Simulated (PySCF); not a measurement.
Two species compared at the same levels of theory.

First species: 2-chloro-2-methylbutane, C5H11Cl.
Z-matrix (Å and degrees, GFN2-xTB geometry), rows numbered from 1:
```
C 
C   1  1.5245
C   2  1.5306  1  114.62
C   3  1.5218  2  113.01  1    55.77
C   3  1.5238  2  110.49  1  -179.38
Cl  3  1.8102  2  107.94  1   -62.86
H   1  1.0867  2  111.37  3   -67.55
H   1  1.0873  2  109.69  3   172.80
H   1  1.0871  2  110.38  3    53.47
H   2  1.0923  1  108.89  3  -121.37
H   2  1.0931  1  109.45  3   121.18
H   4  1.0862  3  111.07  2   -63.87
H   4  1.0876  3  110.22  2   176.17
H   4  1.0885  3  109.61  2    56.56
H   5  1.0882  3  109.70  2   -65.00
H   5  1.0875  3  110.75  2    54.98
H   5  1.0873  3  110.55  2   175.19
```

Second species: C2H5F3Si.
SMILES: `C[SiH2]C(F)(F)F`

Levels: PBE0/def2-SVPD for dipole moment, HOMO energy, LUMO energy, HOMO–LUMO gap, static isotropic polarisability and electronic spatial extent ⟨r²⟩ about the centre of nuclear charge; TDDFT PBE0/def2-SVPD for lowest singlet excitation; TDA PBE0/def2-SVPD for lowest triplet excitation (Tamm–Dancoff); GFN2-xTB for rotational constant A and rotational constant C. Geometries: GFN2-xTB. All species are isolated and taken at one optimised geometry, non-relativistic unless stated. Electronic properties by PySCF.

The conformers computed, where there is a choice (atom-mapped SMILES and torsion angles):
- `[CH3:1][CH2:2][C:3]([CH3:4])([CH3:5])[Cl:6]`: C1–C2–C3–C4 56°
- `[CH3:1][SiH2:2][C:3]([F:4])([F:5])[F:6]`: C1–Si2–C3–F4 -60°

Values for the first species:

```
Dipole moment                                                     : 2.23 D
HOMO energy                                                       : -8.24 eV
LUMO energy                                                       : 0.53 eV
HOMO–LUMO gap                                                     : 8.77 eV
Lowest singlet excitation                                         : 7.28 eV
Lowest triplet excitation (Tamm–Dancoff)                          : 6.60 eV
Static isotropic polarisability                                   : 75.6 au
Electronic spatial extent ⟨r²⟩ about the centre of nuclear charge : 782 bohr²
Rotational constant A                                             : 3.066 GHz
Rotational constant C                                             : 1.962 GHz
```

Task: Estimate the same properties for the second species, and the change in each.

Result: 
```csv
property,first,second,second less first
dipole moment,2.23 D,3.05 D,+0.82 D
HOMO energy,-8.24 eV,-9.35 eV,-1.11 eV
LUMO energy,0.53 eV,0.10 eV,-0.43 eV
HOMO–LUMO gap,8.77 eV,9.45 eV,+0.68 eV
lowest singlet excitation,7.28 eV,8.33 eV,+1.05 eV
lowest triplet excitation (Tamm–Dancoff),6.60 eV,7.65 eV,+1.05 eV
static isotropic polarisability,75.6 au,54.8 au,-20.8 au
electronic spatial extent ⟨r²⟩ about the centre of nuclear charge,782 bohr²,728 bohr²,-54 bohr²
rotational constant A,3.066 GHz,4.216 GHz,+1.150 GHz
rotational constant C,1.962 GHz,1.806 GHz,-0.156 GHz
```

On the first: The dipole equals about 7.4 × 10⁻³⁰ C·m (1 D = 3.33564 × 10⁻³⁰ C·m). The 8 singlets span 7.28 to 8.89 eV, and their oscillator strengths add up to 0.10.

On the second: The principal polarisabilities are 50.4, 54.1 and 59.8 au; their mean is the isotropic value.
